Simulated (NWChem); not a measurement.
# CH4FMoNS; SMILES [Mo](=[S])([CH3])([F])=[NH]

Not confirmed as a minimum by frequencies. def2 effective core potentials on Mo; no spin-orbit coupling.

Give the equilibrium geometry at PBE0/def2-SVP with def2 effective core potentials on Mo (NWChem) as a list of bonds and angles, with the point group.

point group C1; any orientation.
Bonds (Å): Mo1–N2 1.706, Mo1–S4 2.108, Mo1–F5 1.852, Mo1–C6 2.090, N2–H3 1.019, C6–H7 1.099, C6–H8 1.104, C6–H9 1.102. Bond angles (°): N2–Mo1–S4 109.1, N2–Mo1–F5 112.6, N2–Mo1–C6 102.3, S4–Mo1–F5 115.8, S4–Mo1–C6 104.7, F5–Mo1–C6 111.2, Mo1–N2–H3 155.1, Mo1–C6–H7 113.0, Mo1–C6–H8 106.6, Mo1–C6–H9 108.5, H7–C6–H8 108.9, H7–C6–H9 109.4, H8–C6–H9 110.3.
